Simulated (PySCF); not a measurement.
CH5Cl3SSi2, singlet, at a GFN2-xTB geometry, with bond 10-7 at 1.4 times its length.

PySCF was given this input:
```python
from pyscf import gto, scf, mcscf, mp
import numpy

mol = gto.Mole()
mol.atom = '''
    Si    0.90665733   -0.02881208    0.21081615
    Cl    1.24109226   -1.63475274   -0.97589270
    Cl    1.30689806    1.62792049   -0.88230117
    Cl    2.12553938   -0.09891141    1.80387995
    S    -1.09854518   -0.00950669    0.93473640
    Si   -2.33031224    0.09227565   -0.87466472
    C    -4.09901051    0.09131936   -0.21458184
    H    -1.99800959   -1.08717334   -1.66760921
    H    -1.95800425    1.32761375   -1.55691214
    H    -4.38559226   -1.17241471    0.58300418
    H    -4.81725492    0.14627364   -1.02652424
    H    -4.27106978    0.93797665    0.44484830
'''
mol.basis = 'sto-3g'
mol.verbose = 4
mol.build()

mf = scf.RHF(mol)
mf.kernel()
mc = mcscf.CASSCF(mf, 4, 2)
mc.fix_spin_(ss=0.0)
noons, natorbs = mcscf.addons.make_natural_orbitals(mp.MP2(mf).run())
mc.kernel(natorbs)
occ = numpy.linalg.eigvalsh(mc.fcisolver.make_rdm1(mc.ci, mc.ncas, mc.nelecas))[::-1]
ss = mc.fcisolver.spin_square(mc.ci, mc.ncas, mc.nelecas)[0]
print('natural occupations', occ.round(4), ' <S^2>', round(ss, 4))
```

Task: What does this run give for the number of basis functions, SCF-reference Mulliken (on the basis functions themselves) charges in atom order, SCF-reference HOMO-LUMO gap, SCF-reference HOMO energy, total energy?

Result: 
```
Property                                                                                                                                                                                              Value
--------------------------------------------------------------------------------  -------------------------------------------------------------------------------------------------------------------------
number of basis functions                                                                                                                                                                                64
SCF-reference Mulliken (on the basis functions themselves) charges in atom order  Si1 0.94, Cl2 -0.34, Cl3 -0.34, Cl4 -0.32, S5 -0.18, Si6 0.67, C7 -0.29, H8 -0.13, H9 -0.13, H10 0.01, H11 0.06, H12 0.06
SCF-reference HOMO-LUMO gap                                                                                                                                                                        14.66 eV
SCF-reference HOMO energy                                                                                                                                                                          -8.17 eV
total energy                                                                                                                                                                                  -2368.6274 Eh
```
